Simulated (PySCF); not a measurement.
**Spinor energies of Lu(47+) (lutetium, charge +47)**

Start: [Ar] 3d6; 3d3/2 filled at m_j = -3/2, -1/2, +1/2, +3/2; 3d5/2 filled at m_j = +3/2, +5/2. Calculated with PySCF 2.14 in an even-tempered Gaussian basis (15 s from 12 bohr⁻², ratio 2.8; 12 p from 15 bohr⁻², ratio 2.8; 8 d from 15 bohr⁻², ratio 2.8; 3 f from 53 bohr⁻², ratio 3): generalised Hartree-Fock with the X2C-1e Hamiltonian and a Gaussian nucleus; one run each with spin-orbit coupling (SO) switched off, then screened by Boettger's factors.

```json
{"spinor shell": "1s1/2", "electrons": "2", "ε, spin-free (eV)": "-66382.0", "ε, screened SO (eV)": "-66362.0", "weight of nominal j (screened SO)": "1.000", "rms radius, screened SO (bohr)": "0.0219"}
{"spinor shell": "2s1/2", "electrons": "2", "ε, spin-free (eV)": "-13630.0", "ε, screened SO (eV)": "-13622.2", "weight of nominal j (screened SO)": "1.000", "rms radius, screened SO (bohr)": "0.0880"}
{"spinor shell": "2p1/2", "electrons": "2", "ε, spin-free (eV)": "-12321.1", "ε, screened SO (eV)": "-13128.7", "weight of nominal j (screened SO)": "1.000", "rms radius, screened SO (bohr)": "0.0750"}
{"spinor shell": "2p3/2", "electrons": "4", "ε, spin-free (eV)": "-12321.1", "ε, screened SO (eV)": "-11982.5", "weight of nominal j (screened SO)": "1.000", "rms radius, screened SO (bohr)": "0.0818"}
{"spinor shell": "3s1/2", "electrons": "2", "ε, spin-free (eV)": "-4941.9", "ε, screened SO (eV)": "-4939.5", "weight of nominal j (screened SO)": "1.000", "rms radius, screened SO (bohr)": "0.219"}
{"spinor shell": "3p1/2", "electrons": "2", "ε, spin-free (eV)": "-4537.1", "ε, screened SO (eV)": "-4740.0", "weight of nominal j (screened SO)": "0.999", "rms radius, screened SO (bohr)": "0.209"}
{"spinor shell": "3d3/2", "electrons": "4", "ε, spin-free (eV)": "-4122.9", "ε, screened SO (eV)": "-4150.6", "weight of nominal j (screened SO)": "0.986", "rms radius, screened SO (bohr)": "0.193"}
{"spinor shell": "3d5/2", "electrons": "2", "ε, spin-free (eV)": "-4122.9", "ε, screened SO (eV)": "-4091.6", "weight of nominal j (screened SO)": "0.986", "rms radius, screened SO (bohr)": "0.196"}
```

Problem. Where does 3p3/2 lie, and what is the 3p spin-orbit splitting (screened SO)?

Solution. At -4450.3 eV, 289.70 eV above 3p1/2.

| quantity | spin-free | screened SO |
| --- | --- | --- |
| E (hartree) | -12760.31738 | -12777.04916 |
| M_J | 4 | 4 |
| ⟨J²⟩ | 20.000 | 20.008 |
| ⟨L²⟩ | 6.000 | 12.465 |
| ⟨S²⟩ | 6.000 | 3.015 |

Each row is a mean over spinors that exchange with the open shell spreads, by up to 39.064 eV (3p3/2).

Breit and QED terms are absent; they matter most for the inner s and p1/2 levels.

Densities and radii are taken from the X2C orbitals without a picture-change correction, which distorts them close to the nucleus.

Without spin-orbit coupling the j labels of p, d and f shells carry no meaning; the spin-free column gives the mean over the occupied spinors of each nl shell.
